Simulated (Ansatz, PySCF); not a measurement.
Si(Cl)3(NCO) (CCl3NOSi), SMILES O=C=N[Si](Cl)(Cl)Cl. Atoms are numbered in the order given.

```xyz
7

O      3.7143     0.1658     0.0305
C      2.5535     0.1127     0.0195
N      1.3548     0.0578     0.0080
Si    -0.3303    -0.0190    -0.0063
Cl    -1.0166    -0.2059     1.9012
Cl    -0.9264    -1.6271    -1.1032
Cl    -1.0796     1.6833    -0.8341
```
Charge 0, spin multiplicity 1.

Geometry optimised at PBE0-D3(BJ)/def2-SVP. The values are those of a single conformer.

Two levels are set side by side: PBE-D3(BJ)/def2-SVP (Ansatz, a program for electronic structure) and PBE0-D3(BJ)/def2-SVP (Ansatz). Each level has its own optimised geometry; the coordinates shown are those of the second. Frequencies come from the Hessian of PySCF at each geometry. Differences are taken from unrounded values.

| quantity | PBE0-D3(BJ) | PBE-D3(BJ) | PBE-D3(BJ) minus PBE0-D3(BJ) |
|---|---|---|---|
| mean bond length (Å) | 1.693 | 1.707 | 0.014 |
| bond O1–C2 (Å) | 1.162 | 1.177 | 0.015 |
| bond C2–N3 (Å) | 1.200 | 1.211 | 0.011 |
| bond N3–Si4 (Å) | 1.687 | 1.699 | 0.012 |
| bond Si4–Cl5 (Å) | 2.036 | 2.052 | 0.016 |
| bond Si4–Cl6 (Å) | 2.036 | 2.052 | 0.016 |
| bond Si4–Cl7 (Å) | 2.036 | 2.052 | 0.016 |
| highest harmonic wavenumber (cm⁻¹) | 2497 | 2416 | -81 |
| mean harmonic wavenumber (cm⁻¹) | 592 | 564 | -27 |
| zero-point energy (kcal/mol) | 12.69 | 12.10 | -0.58 |

Exact exchange shortens and stiffens bonds; PBE has none. Differences between two approximate levels are no errors against the true value.
